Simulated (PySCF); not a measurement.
M06-2X on P⁻ (phosphorus, charge -1), [Ne] 3s2 3p4, high-spin 3P determinant. Calculation: PySCF 2.14, in dyall-acv3z; the non-relativistic Hamiltonian (point nucleus).

```
cycle= 1 E= -341.284718969319  delta_E= -0.0106  |g|= 0.0719  |ddm|= 0.233
cycle= 2 E= -341.285118046774  delta_E= -0.000399  |g|= 0.0154  |ddm|= 0.0497
cycle= 3 E= -341.285251773262  delta_E= -0.000134  |g|= 0.0108  |ddm|= 0.0321
cycle= 4 E= -341.285320530848  delta_E= -6.88e-05  |g|= 0.00201  |ddm|= 0.0118
cycle= 5 E= -341.285335458285  delta_E= -1.49e-05  |g|= 0.000568  |ddm|= 0.01
cycle= 6 E= -341.285336282118  delta_E= -8.24e-07  |g|= 0.000105  |ddm|= 0.00272
cycle= 7 E= -341.285336295899  delta_E= -1.38e-08  |g|= 1.86e-05  |ddm|= 0.000255
cycle= 8 E= -341.285336296363  delta_E= -4.64e-10  |g|= 3.2e-06  |ddm|= 5.04e-05
converged SCF energy = -341.285336296363  <S^2> = 2.0171141  2S+1 = 3.0113878
```

Highest occupied orbital energy: 0.276 eV; ⟨L²⟩ = 2.02; populations by l: s 6.00, p 10.00, d 0.00, f 0.00.

(1) Can this result be used?

Answers

(1) With care. The calculation finished and met its thresholds. At M06-2X the highest occupied level has a positive energy, so only the finite basis holds that electron; in a semilocal or global hybrid functional this comes from self-interaction and does not mean that the real anion is unbound.
